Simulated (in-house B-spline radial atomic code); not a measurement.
Ionising S II (S+) with different functionals

Computed with a radial B-spline atomic code at the basis-set limit: four-component Dirac-Coulomb Hamiltonian, Fermi nucleus of rms radius 3.2611 fm, spin-restricted, spherical fractional occupations for the functionals. The ionisation energy is the difference of two self-consistent energies, [Ne] 3s2 3p3 → [Ne] 3s2 3p2, without Breit or QED terms; ε is the level of the shell that loses the electron (mean over j). The electron is taken from both j subshells in proportion to 2j + 1, so the result is a j average, not the step between ground levels.

Hybrids are left out here: with spherical fractional occupations of an open shell their exact exchange keeps a self-interaction that integer-occupation calculations don't have.

```json
{"method": "LDA VWN5", "rung": "LDA", "ΔSCF (eV)": "22.37", "-ε(3p) (eV)": "16.88"}
{"method": "relativistic LDA", "rung": "LDA", "ΔSCF (eV)": "22.37", "-ε(3p) (eV)": "16.88"}
{"method": "LDA PW92", "rung": "LDA", "ΔSCF (eV)": "22.37", "-ε(3p) (eV)": "16.88"}
{"method": "LDA exchange-only", "rung": "LDA", "ΔSCF (eV)": "21.02", "-ε(3p) (eV)": "15.58"}
{"method": "PBE", "rung": "GGA", "ΔSCF (eV)": "22.28", "-ε(3p) (eV)": "16.79"}
{"method": "PBEsol", "rung": "GGA", "ΔSCF (eV)": "22.24", "-ε(3p) (eV)": "16.75"}
{"method": "BLYP", "rung": "GGA", "ΔSCF (eV)": "22.14", "-ε(3p) (eV)": "16.64"}
{"method": "RPBE", "rung": "GGA", "ΔSCF (eV)": "22.27", "-ε(3p) (eV)": "16.78"}
{"method": "PW91", "rung": "GGA", "ΔSCF (eV)": "22.35", "-ε(3p) (eV)": "16.85"}
{"method": "BP86", "rung": "GGA", "ΔSCF (eV)": "22.38", "-ε(3p) (eV)": "16.89"}
{"method": "AM05", "rung": "GGA", "ΔSCF (eV)": "22.22", "-ε(3p) (eV)": "16.74"}
{"method": "OLYP", "rung": "GGA", "ΔSCF (eV)": "22.24", "-ε(3p) (eV)": "16.74"}
```

Question: How do they compare with the NIST value?

Answer: NIST lists 23.338 eV (measured, ground level to ground level). Errors run from -2.31 to -0.96 eV. The correlated functionals all miss on the same side by more than they spread, so the cause is common to them (Breit-QED terms, spin polarisation, the choice among j levels, multiplet and fine-structure energies, or a listed next ion that isn't the cheapest removal here) and closeness doesn't rank the functionals.
